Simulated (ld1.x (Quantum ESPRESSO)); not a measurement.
# Scattering properties, TM potential for argon (Ar)

argon (Ar), norm-conserving Troullier–Martins (Kleinman–Bylander form), made with ld1.x (Quantum ESPRESSO) 7.5 (PBEsol, non-relativistic). Core [Ne], reference 3s2 3p4 (charge +2). Waves: 3p (bound): rc 1.35 bohr; 3d channel at 0.1 Ry: rc 1.20 bohr; 3s (bound): rc 1.15 bohr. Local part: the s channel. Core correction: a·sin(br)/r model core, default radius (core density twice the valence density).

The phase is arctan(r·u′/u) with u = r·R(r), unwrapped; energies in Ry, scanned from -6 to 5 Ry. A pole is an energy at which the radial function vanishes at the test radius. The pseudo phase is shifted by a multiple of π to meet the all-electron one at the reference energy, and phase errors are pseudo minus all-electron; the curves can meet again beyond the range given. Levels narrower than the energy grid can be missing from the lists of poles.

Q: For each channel, where are the poles, and over which energies does the pseudopotential scatter like the atom?

A:

```tsv
channel	radius (bohr)	reference energy (Ry)	poles, all-electron	poles, pseudo	unbroken range about the reference energy with phases within 0.05 rad	phase error 1 Ry above the reference energy (rad)
s	1.50	-3.69	0.25	0.14	below 4.9	-0.001
p	1.50	-2.60	1.60	1.49	the whole range	-0.001
d	1.50	0.10	2.75	2.80	the whole range	+0.001
```

Phases in the p channel:

```json
{"E (Ry)": "-6.00", "all-electron": "1.098", "pseudo": "1.096"}
{"E (Ry)": "-5.48", "all-electron": "1.032", "pseudo": "1.030"}
{"E (Ry)": "-4.96", "all-electron": "0.939", "pseudo": "0.936"}
{"E (Ry)": "-4.44", "all-electron": "0.796", "pseudo": "0.793"}
{"E (Ry)": "-3.92", "all-electron": "0.565", "pseudo": "0.562"}
{"E (Ry)": "-3.40", "all-electron": "0.186", "pseudo": "0.184"}
{"E (Ry)": "-2.88", "all-electron": "-0.323", "pseudo": "-0.323"}
{"E (Ry)": "-2.36", "all-electron": "-0.767", "pseudo": "-0.767"}
{"E (Ry)": "-1.84", "all-electron": "-1.051", "pseudo": "-1.052"}
{"E (Ry)": "-1.32", "all-electron": "-1.224", "pseudo": "-1.226"}
{"E (Ry)": "-0.80", "all-electron": "-1.335", "pseudo": "-1.338"}
{"E (Ry)": "-0.28", "all-electron": "-1.413", "pseudo": "-1.416"}
{"E (Ry)": "0.24", "all-electron": "-1.470", "pseudo": "-1.474"}
{"E (Ry)": "0.76", "all-electron": "-1.514", "pseudo": "-1.520"}
{"E (Ry)": "1.28", "all-electron": "-1.551", "pseudo": "-1.557"}
{"E (Ry)": "1.80", "all-electron": "-1.582", "pseudo": "-1.589"}
{"E (Ry)": "2.32", "all-electron": "-1.610", "pseudo": "-1.619"}
{"E (Ry)": "2.84", "all-electron": "-1.635", "pseudo": "-1.645"}
{"E (Ry)": "3.36", "all-electron": "-1.659", "pseudo": "-1.671"}
{"E (Ry)": "3.88", "all-electron": "-1.682", "pseudo": "-1.697"}
{"E (Ry)": "4.40", "all-electron": "-1.705", "pseudo": "-1.724"}
{"E (Ry)": "4.92", "all-electron": "-1.729", "pseudo": "-1.753"}
```
